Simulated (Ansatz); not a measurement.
`O/C([SiH3])=C/[SiH3]` → `C=C(O)[SiH3]` + `[SiH2]` at 700 K and 1 bar (silylene formation by 1,1-elimination).

Gas-phase electronic energies from Ansatz, PBE0-D4/def2-TZVP geometries. CBS: MP2 limit from def2 TZ/QZ plus the TZ coupled-cluster correction, frozen cores. This one scheme is used for every species. One conformer a species, not always the lowest.

```json
{"species": "`O/C([SiH3])=C/[SiH3]`", "CCSD(T)/CBS energy (Eh)": "-734.21171", "H − E (kJ/mol)": "323.5", "S (J/(mol·K))": "512.9"}
{"species": "`C=C(O)[SiH3]`", "CCSD(T)/CBS energy (Eh)": "-443.92889", "H − E (kJ/mol)": "258.1", "S (J/(mol·K))": "428.9"}
{"species": "`[SiH2]`", "CCSD(T)/CBS energy (Eh)": "-290.19011", "H − E (kJ/mol)": "56.3", "S (J/(mol·K))": "240.4"}
```

H − E and S are ideal-gas, rigid-rotor, harmonic terms from PBE0-D4/def2-TZVP, for one conformer and one mirror image of each species. 1 Eh = 2625.50 kJ/mol, R = 8.31446 J/(mol·K).

**Question.** By hand: ΔE, ΔH, ΔS and ΔG.

**Answer.** ΔE = (-443.92889) + (-290.19011) − (-734.21171) = 0.09271 Eh = 243.4 kJ/mol. Δ(H − E) = 258.1 + 56.3 − 323.5 = -9.1, so ΔH = 234.3 kJ/mol. ΔS = 428.9 + 240.4 − 512.9 = 156.4 J/(mol·K). ΔG = 234.3 − 700 × (156.4)/1000 = 124.8 kJ/mol.

**Question.** By hand: the equilibrium constant, and the temperature at which ΔG would vanish if ΔH and ΔS stayed fixed.

**Answer.** log₁₀ K = −ΔG/(RT ln 10) = -9.3. ΔG = 0 at ΔH/ΔS = 1498 K.

The number of gas molecules changes by +1, which sets the sign of ΔS. A doubt of 5 kJ/mol in ΔE shifts log₁₀ K by 0.4 here. Other conformers and mirror images would add mixing entropy, several J/(mol·K) or more a flexible species. Modes under 60 cm⁻¹, often nearly free rotors, make the harmonic entropy too high. These are equilibria of isolated gas molecules and say nothing of rates. Largest T1 diagnostic: 0.014 (customary marks: 0.02 for closed shells, 0.045 for open ones).
